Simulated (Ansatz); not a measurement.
Cost and result for the atomization energy of C2H6FNSi (`FC1NC[SiH2]1`) (11 atoms, 11 bonds).

Cartesian coordinates in Å:
```
F 0.790 -1.479 1.276
C 0.504 -0.107 1.054
N 1.019 0.377 -0.171
C 0.013 0.078 -1.200
Si -1.214 0.100 0.247
H 0.881 0.411 1.937
H 2.003 0.247 -0.375
H -0.060 0.854 -1.964
H 0.129 -0.899 -1.683
H -1.864 1.415 0.474
H -2.202 -0.997 0.405
```

Total charge 0; spin multiplicity 1. The geometry is a stationary point of PBE0-D4/def2-TZVP. Program: Ansatz. All runs use 4 threads of an Arm Neoverse V2 on a shared host. Times are those of one run each, without the atoms' runs, and a repeat can differ threefold. Electronic energies, without spin–orbit coupling; frozen cores. CCSD(T)/CBS adds CCSD(T) − MP2 in def2-TZVPP to the MP2 limit, and its time is that of the two runs behind it. T1 = 0.012. B3LYP takes the VWN-RPA correlation (the form of Gaussian; ORCA's B3LYP/G).

CCSD(T)/CBS is a level of theory with its own doubt, some kJ/mol a heavy atom from the limit and from the frozen cores, so smaller differences don't rank the functionals.

```json
{"level": "PBE-D4/def2-TZVPP (with forces)", "functions": "250", "wall time": "2.3 s"}
{"level": "PBE0-D4/def2-TZVPP", "functions": "250", "wall time": "2.6 s"}
{"level": "B3LYP-D4/def2-TZVPP (with forces)", "functions": "250", "wall time": "4 s"}
{"level": "r2SCAN-D4/def2-TZVPP (with forces)", "functions": "250", "wall time": "4.6 s"}
{"level": "B2PLYP/def2-TZVPP", "functions": "250", "wall time": "4.7 s"}
{"level": "ωB97X-V/def2-TZVPP", "functions": "250", "wall time": "6.5 s"}
{"level": "ωB97M-V/def2-TZVPP (with forces)", "functions": "250", "wall time": "10 s"}
{"level": "MP2/def2-QZVPP", "functions": "478", "wall time": "21 s"}
{"level": "CCSD(T)/def2-TZVPP", "functions": "250", "wall time": "2.4 min"}
{"level": "CCSD(T)/CBS(def2)", "functions": "–", "wall time": "2.7 min"}
```

(1) What atomization energy does each give, and how far from CCSD(T)/CBS? (An estimate is asked.)

## Answers

(1) Ansatz gave: 
| level | atomization (kcal/mol) | difference from CCSD(T)/CBS | per bond |
| --- | --- | --- | --- |
| PBE-D4/def2-TZVPP (with forces) | 975.6 | 26.3 | 2.4 |
| PBE0-D4/def2-TZVPP | 954.8 | 5.5 | 0.5 |
| B3LYP-D4/def2-TZVPP (with forces) | 951.1 | 1.8 | 0.2 |
| r2SCAN-D4/def2-TZVPP (with forces) | 950.8 | 1.5 | 0.1 |
| B2PLYP/def2-TZVPP | 939.2 | -10.1 | -0.9 |
| ωB97X-V/def2-TZVPP | 957.6 | 8.3 | 0.8 |
| ωB97M-V/def2-TZVPP (with forces) | 955.5 | 6.2 | 0.6 |
| MP2/def2-QZVPP | 953.7 | 4.4 | 0.4 |
| CCSD(T)/def2-TZVPP | 921.5 | -27.8 | -2.5 |
| CCSD(T)/CBS(def2) | 949.3 | 0.0 | 0.0 |

From PBE to PBE0 (25 % exact exchange), in def2-TZVPP and without D4, the atomization energy moves by −20.0 kcal/mol: exact exchange takes away binding that semilocal exchange gives to molecules. In def2-TZVPP, CCSD(T) changes the Hartree–Fock value by +255.9 kcal/mol (the triples alone add +15.5 kcal/mol) and MP2 by +271.7 kcal/mol; breaking electron pairs costs correlation energy, which Hartree–Fock lacks. The D4 term adds +8.4 kcal/mol with B3LYP and +4.4 kcal/mol with PBE0; it sums over pairs of atoms, weighted by their polarisabilities, and B3LYP, whose exchange is more repulsive, gets the larger term.
